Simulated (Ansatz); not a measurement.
Consider the redistribution: `F[SiH](Cl)[SiH2][SiH3]` + `[OH][Y]([OH])[F]` → `O[SiH](F)[SiH2][SiH3]` + `[OH][Y]([F])[Cl]`.

Computed with Ansatz on PBE0-D4/def2-TZVP structures; ΔE is electronic, products minus reactants. CBS: MP2 limit from def2 TZ/QZ plus the TZ coupled-cluster correction, frozen cores. def2 core potentials past Kr. For Y outer-core shells are correlated without core-valence functions, which leaves a few kJ/mol of doubt a bond. Each species was taken in one conformer, which may not be the lowest.

```json
{"species": "`F[SiH](Cl)[SiH2][SiH3]`", "CCSD/CBS(def2) energy (Eh)": "-1430.49157"}
{"species": "`[OH][Y]([OH])[F]`", "CCSD/CBS(def2) energy (Eh)": "-289.78313"}
{"species": "`O[SiH](F)[SiH2][SiH3]`", "CCSD/CBS(def2) energy (Eh)": "-1046.49062"}
{"species": "`[OH][Y]([F])[Cl]`", "CCSD/CBS(def2) energy (Eh)": "-673.80920"}
```

Problem. Work out ΔE.

Solution. ΔE = (-1046.49062) + (-673.80920) − (-1430.49157) − (-289.78313) = -0.02512 Eh = -0.68 eV. CCSD(T)/CBS gives -0.66 eV.

Largest T1 diagnostic among the species: 0.014.

In def2-TZVPP, CCSD(T) changes the Hartree–Fock value by +0.22 eV (the triples alone add +0.02 eV) and MP2 by +0.26 eV. From PBE to PBE0 (25 % exact exchange), in def2-TZVPP and without D4, ΔE moves by −0.07 eV.
